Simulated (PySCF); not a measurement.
Values are calculated unless marked as measured or tabulated.
A d3 ion sits in a regular octahedral field with 10Dq = 22870 cm⁻¹, B = 730 cm⁻¹ and C = 2925 cm⁻¹.

Task: Which are the lowest 9 multiplets of ligand-field theory, and at what energies?

Result: 
| state | E / cm⁻¹ | E/B | CASSCF root / cm⁻¹ |
| --- | --- | --- | --- |
| 4A2g | 0 | 0.0 | 0 |
| 2Eg | 14270 | 19.6 | 14472 |
| 2T1g | 14894 | 20.4 | 14984 |
| 2T2g | 22097 | 30.3 | 22366 |
| 4T2g | 22870 | 31.4 | 22938 |
| 4T1g | 30523 | 41.8 | 30630 |
| 2A1g | 34564 | 47.4 | 34590 |
| 2T2g | 36974 | 50.7 | 36861 |
| 2T1g | 37306 | 51.1 | 37359 |

Δ/B = 31.4 on the Tanabe–Sugano diagram. The parameters were fitted to the CASSCF roots of [MoF6]3-, shown in the last column; over these levels the model misses the roots by 131 cm⁻¹ rms. CASSCF lacks dynamic correlation, so its B and C lie well above those fitted to measured bands.
